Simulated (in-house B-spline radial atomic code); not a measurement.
RPA and G0W0 for P11+, [He] 2s2, as one setting changes: the highest l of the empty states. Start: Hartree-Fock. A dash marks a level of low quasi-particle weight. Computed with a B-spline radial code for spherical atoms: all electrons, non-relativistic, point nucleus, each spin shell either full or empty, empty states to the listed l with an (l + 1/2)⁻⁴ tail; G0W0 by contour deformation at full frequency.

```csv
highest l of the empty states,RPA summed (Eh),RPA extrapolated (Eh),G0W0 level (eV)
2,-0.26254,-0.27227,2s -558.10
3,-0.26834,-0.27273,2s -558.10
4,?,?,?
5,-0.27151,-0.27289,2s -558.11
6,?,?,?
7,-0.27231,-0.2729,2s -558.11
8,-0.27248,-0.27289,2s -558.11
9,-0.27259,-0.27288,2s -558.11
10,-0.27266,-0.27286,2s -558.11
11,-0.2727,-0.27286,2s -558.11
```

What belongs in the row for 4?

RPA summed (Eh): -0.27052; RPA extrapolated (Eh): -0.27286; G0W0 level (eV): 2s -558.11.

What belongs in the row for 6?

RPA summed (Eh): -0.27202; RPA extrapolated (Eh): -0.2729; G0W0 level (eV): 2s -558.11.
